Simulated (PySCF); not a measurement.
Fe(2+): ionisation energy

Fe(2+) [Ar] 3d6 (5D) → Fe(3+) [Ar] 3d5 (6S), as a difference of total energies. Computed with PySCF 2.14 in aug-cc-pVTZ, with the non-relativistic Hamiltonian (point nucleus). Correlated levels: valence: [Ar] frozen. The calculations carry no spin-orbit coupling.

Question: Order these methods by the ionisation energy they give, lowest first.
A. r2SCAN
B. MP2 (valence)
C. PBE
D. SCS-MP2 (valence)

Answer: B (30.134 eV), D (30.325 eV), A (31.006 eV), C (31.681 eV).

A first-order spin-orbit estimate (lowest level to lowest level, LS coupling) adds 0.054 eV.

These non-relativistic numbers lack the scalar-relativistic shift.

Errors of the correlated levels include the incompleteness of this basis and the frozen core.

For comparison: 30.651 ± 0.012 eV (measured; NIST Atomic Spectra Database, ionization energies).
